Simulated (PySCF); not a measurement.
Cl2Se, quintet, geometry from GFN2-xTB of the parent state (a higher spin typed on purpose: for a closed-shell molecule this is an excited state); PySCF with PBE0/def2-SVP.

Input for PySCF:
```python
from pyscf import gto, scf, dft

mol = gto.M(
    atom='''
Se    0.00136488    0.00124916    0.68646471
Cl    1.04133364    1.25945705   -0.69083200
Cl   -1.04406340   -1.26195537   -0.68209743
''',
    basis='def2-svp',
    spin=4,
    verbose=4,
)

mf = dft.UKS(mol)
mf.xc = 'pbe0'
mf.kernel()
mf.analyze()
```

What does PySCF print? Leave out banner, timings and long lists.


```
PySCF version 2.14.0

[INPUT] verbose = 4
[INPUT] num. atoms = 3
[INPUT] num. electrons = 68
[INPUT] charge = 0
[INPUT] spin (= nelec alpha-beta = 2S) = 4
[INPUT] symmetry False subgroup None
[INPUT] Mole.unit = angstrom
[INPUT] Symbol           X                Y                Z      unit          X                Y                Z       unit  Magmom
[...]
nuclear repulsion = 333.157630081778
number of shells = 28
number of NR pGTOs = 146
number of NR cGTOs = 68
basis = def2-svp
ecp = {}

******** <class 'pyscf.dft.uks.UKS'> ********
method = UKS
initial guess = minao
damping factor = 0
level_shift factor = 0
DIIS = <class 'pyscf.scf.diis.CDIIS'>
diis_start_cycle = 1
diis_space = 8
diis_damp = 0
SCF conv_tol = 1e-09
SCF conv_tol_grad = None
SCF max_cycles = 50
direct_scf = True
direct_scf_tol = 1e-13
number electrons alpha = 36  beta = 32
XC library pyscf.dft.libxc version 7.1.2
    S. Lehtola, C. Steigemann, M. J. T. Oliveira, and M. A. L. Marques,  SoftwareX 7, 1–5 (2018)
XC functionals = pbe0
    C. Adamo and V. Barone,  J. Chem. Phys. 110, 6158 (1999)
    M. Ernzerhof and G. E. Scuseria,  J. Chem. Phys. 110, 5029 (1999)
radial grids:
    Treutler-Ahlrichs [JCP 102, 346 (1995); DOI:10.1063/1.469408] (M4) radial grids

becke partition: Becke, JCP 88, 2547 (1988); DOI:10.1063/1.454033
pruning grids: <function nwchem_prune>
grids dens level: 3
symmetrized grids: False
atomic radii adjust function: <function treutler_atomic_radii_adjust>
small_rho_cutoff = 0
Set gradient conv threshold to 3.16228e-05
tot grids = 58184
init E= -3320.14225324971

cycle= 1 E= -3320.51991889694  delta_E= -0.378  |g|= 0.106  |ddm|= 2.39

cycle= 2 E= -3320.52630832111  delta_E= -0.00639  |g|= 0.0643  |ddm|= 0.219

cycle= 3 E= -3320.52809320241  delta_E= -0.00178  |g|= 0.0154  |ddm|= 0.0786

cycle= 4 E= -3320.52822965908  delta_E= -0.000136  |g|= 0.00508  |ddm|= 0.0358

cycle= 5 E= -3320.52824722209  delta_E= -1.76e-05  |g|= 0.00214  |ddm|= 0.0106

cycle= 6 E= -3320.52825016352  delta_E= -2.94e-06  |g|= 0.000388  |ddm|= 0.00349

cycle= 7 E= -3320.52825052561  delta_E= -3.62e-07  |g|= 0.000127  |ddm|= 0.00141

cycle= 8 E= -3320.52825053997  delta_E= -1.44e-08  |g|= 0.000153  |ddm|= 0.000455

cycle= 9 E= -3320.52825055559  delta_E= -1.56e-08  |g|= 7.56e-05  |ddm|= 0.000328

cycle= 10 E= -3320.52825056077  delta_E= -5.19e-09  |g|= 1.27e-05  |ddm|= 0.000141

cycle= 11 E= -3320.52825056109  delta_E= -3.22e-10  |g|= 3.37e-06  |ddm|= 4.53e-05

[...]
converged SCF energy = -3320.5282505611  <S^2> = 6.0042895  2S+1 = 5.0017155
Total Energy =                       -3320.528250561100322
[...]
spin_pop of  0 Se 5pz       0.00197
spin_pop of  0 Se 3dxy     -0.00008
spin_pop of  0 Se 3dyz     -0.00007
spin_pop of  0 Se 3dz^2    -0.00007
spin_pop of  0 Se 3dxz     -0.00007
spin_pop of  0 Se 3dx2-y2   -0.00008
spin_pop of  0 Se 4dxy      0.00401
spin_pop of  0 Se 4dyz      0.00297
spin_pop of  0 Se 4dz^2    -0.00058
spin_pop of  0 Se 4dxz      0.00222
spin_pop of  0 Se 4dx2-y2    0.00018
spin_pop of  0 Se 5dxy      0.00009
spin_pop of  0 Se 5dyz      0.00018
spin_pop of  0 Se 5dz^2     0.00002
spin_pop of  0 Se 5dxz      0.00013
spin_pop of  0 Se 5dx2-y2    0.00002
spin_pop of  1 Cl 1s       -0.00000
spin_pop of  1 Cl 2s       -0.00000
spin_pop of  1 Cl 3s        0.03955
spin_pop of  1 Cl 4s        0.00315
spin_pop of  1 Cl 2px       0.00001
spin_pop of  1 Cl 2py       0.00001
spin_pop of  1 Cl 2pz       0.00001
spin_pop of  1 Cl 3px       0.26580
spin_pop of  1 Cl 3py       0.34934
spin_pop of  1 Cl 3pz       0.27449
spin_pop of  1 Cl 4px       0.00098
spin_pop of  1 Cl 4py       0.00133
spin_pop of  1 Cl 4pz       0.00140
spin_pop of  1 Cl 3dxy      0.00107
spin_pop of  1 Cl 3dyz      0.00129
spin_pop of  1 Cl 3dz^2     0.00174
spin_pop of  1 Cl 3dxz      0.00096
spin_pop of  1 Cl 3dx2-y2    0.00039
spin_pop of  2 Cl 1s       -0.00000
spin_pop of  2 Cl 2s       -0.00000
spin_pop of  2 Cl 3s        0.03955
spin_pop of  2 Cl 4s        0.00315
spin_pop of  2 Cl 2px       0.00001
spin_pop of  2 Cl 2py       0.00001
spin_pop of  2 Cl 2pz       0.00001
spin_pop of  2 Cl 3px       0.26520
spin_pop of  2 Cl 3py       0.34868
spin_pop of  2 Cl 3pz       0.27575
spin_pop of  2 Cl 4px       0.00099
spin_pop of  2 Cl 4py       0.00133
spin_pop of  2 Cl 4pz       0.00139
spin_pop of  2 Cl 3dxy      0.00108
spin_pop of  2 Cl 3dyz      0.00128
spin_pop of  2 Cl 3dz^2     0.00175
spin_pop of  2 Cl 3dxz      0.00095
spin_pop of  2 Cl 3dx2-y2    0.00039
 ** Mulliken Spin Density (per atom)  **
spin density of  0 Se =      2.11694
spin density of  1 Cl =      0.94153
spin density of  2 Cl =      0.94153
 ** Mulliken pop alpha/beta on meta-lowdin orthogonal AOs **
 ** Mulliken pop       alpha | beta **
In total            36.00000 | 32.00000
 ** Mulliken atomic charges   ( Nelec_alpha | Nelec_beta ) **
charge of  0Se =      0.11614  (    18.00040     15.88346 )
charge of  1Cl =     -0.05807  (     8.99980      8.05827 )
charge of  2Cl =     -0.05807  (     8.99980      8.05827 )
Dipole moment(X, Y, Z, Debye): -0.00067, -0.00061, -0.33933
```
